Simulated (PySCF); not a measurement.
# Electronic structure of S+ (sulfur, charge +1) at the UHF level

Configuration: [Ne] 3s2 3p3, high-spin 4S determinant. All numbers are calculated (PySCF 2.14, scalar relativity by spin-free X2C-1e, in ANO-RCC-VTZP (5s4p2d1f, 34 functions)).

```json
{
  "Total energy": "-398.254138 hartree",
  "One-electron energy": "-544.4044 hartree",
  "Hartree (Coulomb) energy": "171.0500 hartree",
  "Exchange energy": "-24.8998 hartree",
  "⟨S²⟩": "3.7509",
  "⟨L²⟩": "0.000",
  "Sum of ⟨r⟩": "12.73 bohr",
  "Sum of ⟨r²⟩": "20.72 bohr²",
  "Langevin diamagnetic susceptibility": "-16.4 ×10⁻⁶ cm³/mol"
}
```

```json
{"shell": "1s α", "electrons": "1", "mean orbital energy (hartree)": "-92.73834", "rms radius, mean of both spins (bohr)": "0.112"}
{"shell": "1s β", "electrons": "1", "mean orbital energy (hartree)": "-92.70881", "rms radius, mean of both spins (bohr)": "0.112"}
{"shell": "2s α", "electrons": "1", "mean orbital energy (hartree)": "-9.49323", "rms radius, mean of both spins (bohr)": "0.516"}
{"shell": "2s β", "electrons": "1", "mean orbital energy (hartree)": "-9.46184", "rms radius, mean of both spins (bohr)": "0.516"}
{"shell": "2p α", "electrons": "3", "mean orbital energy (hartree)": "-7.13219", "rms radius, mean of both spins (bohr)": "0.491"}
{"shell": "2p β", "electrons": "3", "mean orbital energy (hartree)": "-7.07607", "rms radius, mean of both spins (bohr)": "0.491"}
{"shell": "3s α", "electrons": "1", "mean orbital energy (hartree)": "-1.41742", "rms radius, mean of both spins (bohr)": "1.78"}
{"shell": "3s β", "electrons": "1", "mean orbital energy (hartree)": "-1.07338", "rms radius, mean of both spins (bohr)": "1.78"}
{"shell": "3p α", "electrons": "3", "mean orbital energy (hartree)": "-0.86203", "rms radius, mean of both spins (bohr)": "2.03"}
```

Densities and radii are taken from the X2C orbitals without a picture-change correction, which distorts them close to the nucleus.

Spin-orbit constants ζ (cm⁻¹) from the X2C one-electron operator on these orbitals: bare nucleus, nucleus screened by l(l+1)(2l+1)/3 electrons, and screened by the Breit-Pauli mean field of the electrons.

```json
{"shell": "2p", "bare": "7477", "screened nucleus": "6543", "mean field": "6120"}
{"shell": "3p", "bare": "537.8", "screened nucleus": "470.6", "mean field": "433.9"}
```
